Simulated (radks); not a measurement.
Q: Species: the arsenic ion As10+. Configuration: [Ar] 3d5. All-electron calculation, Dirac Kohn-Sham, BLYP, spin-unpolarised, spherical densities, finite nucleus; open shells fill j = l - 1/2 first; Fermi nuclear charge, rms radius 4.0968 fm. Program: a radial shooting solver on a logarithmic mesh with Libxc functionals. Some entries of the table are withheld. Estimate them.

| orbital | occ. | eigenvalue (hartree) | <r^2> (bohr^2) |
|---|---|---|---|
| 1s1/2 | 2 | -440.1909 | (1) |
| 2s1/2 | 2 | (2) | 0.04827 |
| 2p1/2 | 2 | -58.46463 | (3) |
| 2p3/2 | 4 | -57.11901 | (4) |
| 3s1/2 | 2 | -15.58131 | (5) |
| 3p1/2 | 2 | -13.60695 | 0.3701 |
| 3p3/2 | 4 | -13.38885 | 0.3804 |
| 3d3/2 | 4 | (6) | (7) |
| 3d5/2 | 1 | (8) | (9) |

A: 
(1) 1s1/2 <r^2> (bohr^2): 0.002787
(2) 2s1/2 eigenvalue (hartree): -64.27023
(3) 2p1/2 <r^2> (bohr^2): 0.03733
(4) 2p3/2 <r^2> (bohr^2): 0.03879
(5) 3s1/2 <r^2> (bohr^2): 0.3663
(6) 3d3/2 eigenvalue (hartree): -10.04775
(7) 3d3/2 <r^2> (bohr^2): 0.3648
(8) 3d5/2 eigenvalue (hartree): -10.01001
(9) 3d5/2 <r^2> (bohr^2): 0.3678
